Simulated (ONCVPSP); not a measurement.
## Which change was made? (H, ONCV)

```json
{"Element": "H", "Generator": "ONCVPSP 4.0.1", "Type": "optimised norm-conserving Vanderbilt (ONCV)", "Functional": "PBEsol", "Relativity": "fully relativistic", "Frozen core": "none", "Valence charge": "1", "Reference configuration": "1s0.5 (charge +0.5)", "Partial waves": "1s: rc 1.35 bohr, ncon 4, nbas 7, qcut 10 1/bohr, 2 projectors, debl 2.6 Ha; p scattering state at 0.04 Ha: rc 1.40 bohr, ncon 4, nbas 7, qcut 5.7 1/bohr, 3 projectors, debl 2.1 Ha", "Local potential": "polynomial inside 1.30 bohr (lpopt 5, dvloc0 -1 Ha)", "Core correction": "none"}
```

Open shells are filled in proportion to 2j + 1.

Cutoffs, loose and tight: the cutoffs (Ha) at which the residual kinetic energy of the hardest occupied pseudo-wave falls to 1 and 0.1 mHa per electron. They do not see the model core or the augmentation charge, which bear on the density cutoff. Test errors are all-electron minus pseudo excitation energies from the reference, over the configurations 1s1; variants that change the core or the reference have their own tests.

The base gives: outcome: generated; cutoff, loose: 18 Ha; cutoff, tight: 26 Ha; bound ghosts: none; GHOST(+) flags above zero: none.

After one change the result is: outcome: generated; cutoff, loose: 12 Ha; cutoff, tight: 16 Ha; bound ghosts: none; GHOST(+) flags above zero: none. Which change was it?
A. s: rc 0.96; local potential polynomial inside 0.96 bohr (lpopt 5, dvloc0 -1 Ha)
B. s: rc 1.6
C. s: rc 1.94

C. The others give: s: rc 1.6 → outcome: generated; cutoff, loose: 15 Ha; cutoff, tight: 22 Ha; bound ghosts: none; GHOST(+) flags above zero: none | s: rc 0.96; local potential polynomial inside 0.96 bohr (lpopt 5, dvloc0 -1 Ha) → outcome: generated; cutoff, loose: 23 Ha; cutoff, tight: 35 Ha; bound ghosts: none; GHOST(+) flags above zero: none.
